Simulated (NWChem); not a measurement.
System: C$_{2}$H$_{5}$NSi; SMILES C#C[SiH2]N

```xyz
9

C      0.2860    -2.3721     0.0417
C     -0.0302    -1.1969     0.0253
Si    -0.5241     0.5749    -0.0273
N      0.8950     1.5558     0.0011
H      0.5658    -3.4107     0.0619
H     -1.3250     0.9217     1.1824
H     -1.4094     0.7201    -1.2279
H      0.8296     2.5196     0.3070
H      1.6146     1.4412    -0.7034
```
Atoms are numbered in this order, from 1.

Level: PBE0/def2-SVP (NWChem), optimised geometry, unscaled harmonic frequencies. 

```
frequency (cm⁻¹)  IR intensity (km/mol)
----------------  ---------------------
106                                13.9
176                                20.8
235                                 3.3
337                               125.3
394                                86.9
607                                42.0
636                                67.2
702                                19.4
736                                29.8
754                                27.1
833                                19.6
875                                77.3
936                               352.8
975                               118.6
1540                               46.9
2168                               42.9
2198                              159.0
2247                              105.6
3474                               48.7
3618                               37.4
3719                               40.5
```

| Property | Result |
|---|---|
| zero-point energy | 39.0 kcal/mol |
| thermal correction to the enthalpy at 298.15 K (with zero-point energy) | 43.4 kcal/mol |
| heat capacity Cv | 21.0 cal/(mol K) |
| entropy at 298.15 K and 1 atm (symmetry number 1) | 75.8 cal/(mol K) |
| dipole moment | 1.29 D |

Rigid rotor and harmonic oscillator.
